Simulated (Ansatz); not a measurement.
Ansatz (a quantum-chemistry and plane-wave program) job for C3H7BO2, SMILES C(=O)OB(C)C, B3LYP-D3(BJ)/def2-SVP. 

Ansatz 0.2 input:
```yaml
crystal:
  periodic: [false, false, false]
  atoms:
    - {symbol: C, position_ang: [-1.71553329, 1.55208904, -0.15329473]}
    - {symbol: B, position_ang: [-0.71811742, 0.34029857, 0.03315180]}
    - {symbol: C, position_ang: [-1.21637186, -1.14766175, 0.20216443]}
    - {symbol: O, position_ang: [0.62076032, 0.68495479, 0.06494853]}
    - {symbol: C, position_ang: [1.67131030, -0.12196920, 0.05735283]}
    - {symbol: O, position_ang: [1.68992041, -1.28246074, -0.21713041]}
    - {symbol: H, position_ang: [-2.36346338, 1.39207272, -1.01252192]}
    - {symbol: H, position_ang: [-1.20643036, 2.50168171, -0.28774421]}
    - {symbol: H, position_ang: [-2.37558572, 1.64466832, 0.70674180]}
    - {symbol: H, position_ang: [-0.70832634, -1.65854842, 1.01815201]}
    - {symbol: H, position_ang: [-2.28770478, -1.22712127, 0.36192828]}
    - {symbol: H, position_ang: [-0.97125713, -1.71999526, -0.69205502]}
    - {symbol: H, position_ang: [2.58147785, 0.45104843, 0.31985997]}
basis:
  gaussian:
    orbitals: def2-SVP
hamiltonian:
  xc: b3lyp
  dispersion: d3bj
relax: {f_tol: 0.002, max_steps: 200}
```

Log of the run:

```
WARN ansatz: RAYON_NUM_THREADS=2 ignored (pool sized by the plan → 2); use --threads N
Functional definition: B3LYP
integrals: 0.08 GiB planned
1324 factors; integrals over basis functions are off by at most 4.0e-4 eV
mean field: 0.63 GiB planned
mean field evaluation 1: about -7979.5923 eV, gradient 7.5e1 eV
mean field evaluation 2: about -7970.8779 eV, gradient 9.9e1 eV
mean field evaluation 4: about -7991.4251 eV, gradient 4.9e0 eV
mean field evaluation 8: about -7991.5075 eV, gradient 4.3e-1 eV
mean field evaluation 16: about -7991.5079 eV, gradient 2.8e-5 eV
mean field -7991.50791791 eV, -293.6824991445 hartree, gradient 2.8e-5 eV, S^2 0.000000; 0 other end points of the search recorded, 0 dependent functions left out
the calculation of the forces begins
reference -7991.50815751 eV, -293.6825079497 hartree; 23, 23 occupied and 96, 96 virtual orbitals, 1324 factors
relax step   1: F+E_penalty+E_count = -7991.91657631 eV  Δ(F+E_penalty+E_count) = +0.000e0 eV  max|allowed force component| = 1.032e0 eV/Å  Δτ_max = 0.0000 Å  (28 SCF iters, accepted)
these checks for a lower state are left out or cut short: starts, cluster_reference, orbital_swaps, neighbouring_geometries, increment
integrals: 0.08 GiB planned
1324 factors; integrals over basis functions are off by at most 4.1e-4 eV
mean field: 0.62 GiB planned
[...]
the calculation of the forces begins
reference -7991.56582246 eV, -293.6846270976 hartree; 23, 23 occupied and 96, 96 virtual orbitals, 1324 factors
relax step  16: F+E_penalty+E_count = -7991.97341360 eV  Δ(F+E_penalty+E_count) = +1.609e-4 eV  max|allowed force component| = 7.596e-2 eV/Å  Δτ_max = 0.0225 Å  (31 SCF iters, rejected (line search))
these checks for a lower state are left out or cut short: starts, cluster_reference, orbital_swaps, neighbouring_geometries, increment
integrals: 0.08 GiB planned
1324 factors; integrals over basis functions are off by at most 3.8e-4 eV
mean field: 0.62 GiB planned
mean field evaluation 128: about -7991.5657 eV, gradient 2.4e-5 eV
mean field -7991.56565421 eV, -293.6846209144 hartree, gradient 2.4e-5 eV, S^2 0.000000; 0 other end points of the search recorded, 0 dependent functions left out
the calculation of the forces begins
reference -7991.56589513 eV, -293.6846297681 hartree; 23, 23 occupied and 96, 96 virtual orbitals, 1324 factors
relax step  17: F+E_penalty+E_count = -7991.97362500 eV  Δ(F+E_penalty+E_count) = -5.055e-5 eV  max|allowed force component| = 1.012e-2 eV/Å  Δτ_max = 0.0109 Å  (24 SCF iters, accepted)
these checks for a lower state are left out or cut short: starts, cluster_reference, orbital_swaps, neighbouring_geometries, increment
integrals: 0.08 GiB planned
1324 factors; integrals over basis functions are off by at most 3.8e-4 eV
mean field: 0.62 GiB planned
mean field -7991.56566511 eV, -293.6846213150 hartree, gradient 2.1e-5 eV, S^2 0.000000; 0 other end points of the search recorded, 0 dependent functions left out
the calculation of the forces begins
reference -7991.56590610 eV, -293.6846301714 hartree; 23, 23 occupied and 96, 96 virtual orbitals, 1324 factors
relax step  18: F+E_penalty+E_count = -7991.97365032 eV  Δ(F+E_penalty+E_count) = -2.531e-5 eV  max|allowed force component| = 1.385e-2 eV/Å  Δτ_max = 0.0101 Å  (24 SCF iters, accepted)
these checks for a lower state are left out or cut short: starts, cluster_reference, orbital_swaps, neighbouring_geometries, increment
integrals: 0.08 GiB planned
1324 factors; integrals over basis functions are off by at most 3.8e-4 eV
mean field: 0.62 GiB planned
mean field -7991.56565286 eV, -293.6846208649 hartree, gradient 2.3e-5 eV, S^2 0.000000; 0 other end points of the search recorded, 0 dependent functions left out
the calculation of the forces begins
reference -7991.56589394 eV, -293.6846297245 hartree; 23, 23 occupied and 96, 96 virtual orbitals, 1324 factors
relax step  19: F+E_penalty+E_count = -7991.97367236 eV  Δ(F+E_penalty+E_count) = -2.204e-5 eV  max|allowed force component| = 2.140e-2 eV/Å  Δτ_max = 0.0119 Å  (23 SCF iters, accepted)
these checks for a lower state are left out or cut short: starts, cluster_reference, orbital_swaps, neighbouring_geometries, increment
integrals: 0.08 GiB planned
1324 factors; integrals over basis functions are off by at most 3.8e-4 eV
mean field: 0.62 GiB planned
mean field -7991.56564260 eV, -293.6846204878 hartree, gradient 1.3e-5 eV, S^2 0.000000; 0 other end points of the search recorded, 0 dependent functions left out
the calculation of the forces begins
reference -7991.56588375 eV, -293.6846293498 hartree; 23, 23 occupied and 96, 96 virtual orbitals, 1324 factors
relax step  20: F+E_penalty+E_count = -7991.97368878 eV  Δ(F+E_penalty+E_count) = -1.642e-5 eV  max|allowed force component| = 1.696e-2 eV/Å  Δτ_max = 0.0072 Å  (23 SCF iters, accepted)
these checks for a lower state are left out or cut short: starts, cluster_reference, orbital_swaps, neighbouring_geometries, increment
integrals: 0.08 GiB planned
1324 factors; integrals over basis functions are off by at most 3.8e-4 eV
mean field: 0.62 GiB planned
mean field -7991.56563005 eV, -293.6846200266 hartree, gradient 2.0e-5 eV, S^2 0.000000; 0 other end points of the search recorded, 0 dependent functions left out
the calculation of the forces begins
reference -7991.56587127 eV, -293.6846288914 hartree; 23, 23 occupied and 96, 96 virtual orbitals, 1324 factors
relax step  21: F+E_penalty+E_count = -7991.97370658 eV  Δ(F+E_penalty+E_count) = -1.780e-5 eV  max|allowed force component| = 1.057e-2 eV/Å  Δτ_max = 0.0086 Å  (25 SCF iters, accepted)
these checks for a lower state are left out or cut short: starts, cluster_reference, orbital_swaps, neighbouring_geometries, increment
integrals: 0.08 GiB planned
1324 factors; integrals over basis functions are off by at most 3.8e-4 eV
mean field: 0.62 GiB planned
mean field -7991.56529155 eV, -293.6846075868 hartree, gradient 6.7e-6 eV, S^2 0.000000; 0 other end points of the search recorded, 0 dependent functions left out
the calculation of the forces begins
reference -7991.56553293 eV, -293.6846164573 hartree; 23, 23 occupied and 96, 96 virtual orbitals, 1324 factors
relax step  22: F+E_penalty+E_count = -7991.97337570 eV  Δ(F+E_penalty+E_count) = +3.309e-4 eV  max|allowed force component| = 9.915e-2 eV/Å  Δτ_max = 0.0236 Å  (31 SCF iters, rejected (line search))
these checks for a lower state are left out or cut short: starts, cluster_reference, orbital_swaps, neighbouring_geometries, increment
integrals: 0.08 GiB planned
1324 factors; integrals over basis functions are off by at most 3.8e-4 eV
mean field: 0.62 GiB planned
mean field evaluation 160: about -7991.5233 eV, gradient 4.7e-1 eV
mean field -7991.56566851 eV, -293.6846214401 hartree, gradient 1.5e-5 eV, S^2 0.000000; 0 other end points of the search recorded, 0 dependent functions left out
the calculation of the forces begins
reference -7991.56590981 eV, -293.6846303078 hartree; 23, 23 occupied and 96, 96 virtual orbitals, 1324 factors
relax step  23: F+E_penalty+E_count = -7991.97371698 eV  Δ(F+E_penalty+E_count) = -1.041e-5 eV  max|allowed force component| = 9.590e-3 eV/Å  Δτ_max = 0.0082 Å  (25 SCF iters, accepted)
these checks for a lower state are left out or cut short: starts, cluster_reference, orbital_swaps, neighbouring_geometries, increment
integrals: 0.08 GiB planned
1324 factors; integrals over basis functions are off by at most 3.8e-4 eV
mean field: 0.62 GiB planned
mean field -7991.56569320 eV, -293.6846223474 hartree, gradient 8.8e-5 eV, S^2 0.000000; 0 other end points of the search recorded, 0 dependent functions left out
the calculation of the forces begins
reference -7991.56593450 eV, -293.6846312149 hartree; 23, 23 occupied and 96, 96 virtual orbitals, 1324 factors
relax step  24: F+E_penalty+E_count = -7991.97372286 eV  Δ(F+E_penalty+E_count) = -5.876e-6 eV  max|allowed force component| = 6.730e-3 eV/Å  Δτ_max = 0.0016 Å  (21 SCF iters, accepted)
these checks for a lower state are left out or cut short: starts, cluster_reference, orbital_swaps, neighbouring_geometries, increment
integrals: 0.08 GiB planned
1324 factors; integrals over basis functions are off by at most 3.8e-4 eV
mean field: 0.62 GiB planned
mean field -7991.56570746 eV, -293.6846228714 hartree, gradient 2.8e-5 eV, S^2 0.000000; 0 other end points of the search recorded, 0 dependent functions left out
the calculation of the forces begins
reference -7991.56594876 eV, -293.6846317389 hartree; 23, 23 occupied and 96, 96 virtual orbitals, 1324 factors
relax step  25: F+E_penalty+E_count = -7991.97372478 eV  Δ(F+E_penalty+E_count) = -1.918e-6 eV  max|allowed force component| = 4.373e-3 eV/Å  Δτ_max = 0.0004 Å  (20 SCF iters, accepted)
these checks for a lower state are left out or cut short: starts, cluster_reference, orbital_swaps, neighbouring_geometries, increment
integrals: 0.08 GiB planned
1324 factors; integrals over basis functions are off by at most 3.8e-4 eV
mean field: 0.62 GiB planned
mean field -7991.56572298 eV, -293.6846234417 hartree, gradient 2.9e-5 eV, S^2 0.000000; 0 other end points of the search recorded, 0 dependent functions left out
the calculation of the forces begins
reference -7991.56596428 eV, -293.6846323095 hartree; 23, 23 occupied and 96, 96 virtual orbitals, 1324 factors
relax step  26: F+E_penalty+E_count = -7991.97372577 eV  Δ(F+E_penalty+E_count) = -9.966e-7 eV  max|allowed force component| = 2.134e-3 eV/Å  Δτ_max = 0.0011 Å  (20 SCF iters, accepted)
these checks for a lower state are left out or cut short: starts, cluster_reference, orbital_swaps, neighbouring_geometries, increment
integrals: 0.08 GiB planned
1324 factors; integrals over basis functions are off by at most 3.8e-4 eV
mean field: 0.62 GiB planned
mean field -7991.56572460 eV, -293.6846235013 hartree, gradient 1.6e-5 eV, S^2 0.000000; 0 other end points of the search recorded, 0 dependent functions left out
the calculation of the forces begins
reference -7991.56596591 eV, -293.6846323691 hartree; 23, 23 occupied and 96, 96 virtual orbitals, 1324 factors
relax step  27: F+E_penalty+E_count = -7991.97372600 eV  Δ(F+E_penalty+E_count) = -2.220e-7 eV  max|allowed force component| = 1.111e-3 eV/Å  Δτ_max = 0.0005 Å  (19 SCF iters, accepted)
integrals: 0.08 GiB planned
1324 factors; integrals over basis functions are off by at most 3.8e-4 eV
mean field: 0.62 GiB planned
mean field evaluation 192: about -7991.5657 eV, gradient 1.5e-1 eV
mean field -7991.56572460 eV, -293.6846235013 hartree, gradient 1.6e-5 eV, S^2 0.000000; 1 other end points of the search recorded, 0 dependent functions left out
the calculation of the forces begins
reference -7991.56596591 eV, -293.6846323691 hartree; 23, 23 occupied and 96, 96 virtual orbitals, 1324 factors
Total energy: -7991.97396730 eV, -293.6996261438 hartree
Atom 0 at    -1.717436     1.547263    -0.184056 Å, force     0.000390    -0.001043    -0.000608 eV/Å
Atom 1 at    -0.731020     0.347564     0.038095 Å, force     0.000749     0.000442     0.000690 eV/Å
Atom 2 at    -1.210337    -1.137269     0.202800 Å, force    -0.000209     0.000072    -0.000735 eV/Å
Atom 3 at     0.622320     0.700309     0.111307 Å, force    -0.000803     0.000377     0.000094 eV/Å
Atom 4 at     1.688669    -0.129095     0.088500 Å, force    -0.001077    -0.000868    -0.001111 eV/Å
Atom 5 at     1.702259    -1.249750    -0.329482 Å, force     0.000609     0.001017     0.000652 eV/Å
Atom 6 at    -2.475031     1.299303    -0.947259 Å, force    -0.000224     0.000078    -0.000244 eV/Å
Atom 7 at    -1.220379     2.490332    -0.454674 Å, force     0.000064     0.000409    -0.000060 eV/Å
Atom 8 at    -2.286589     1.713814     0.750187 Å, force     0.000015     0.000095     0.000667 eV/Å
Atom 9 at    -0.641487    -1.698251     0.960762 Å, force     0.000142     0.000023     0.000246 eV/Å
Atom 10 at    -2.286380    -1.206494     0.423178 Å, force     0.000109     0.000063     0.000011 eV/Å
Atom 11 at    -1.023785    -1.667662    -0.748865 Å, force     0.000072    -0.000079     0.000217 eV/Å
Atom 12 at     2.579874     0.398994     0.491061 Å, force     0.000163    -0.000586     0.000180 eV/Å
Dipole moment:    -0.135774     0.245098     0.137080 e Å
```

The calculation finished and met its thresholds.
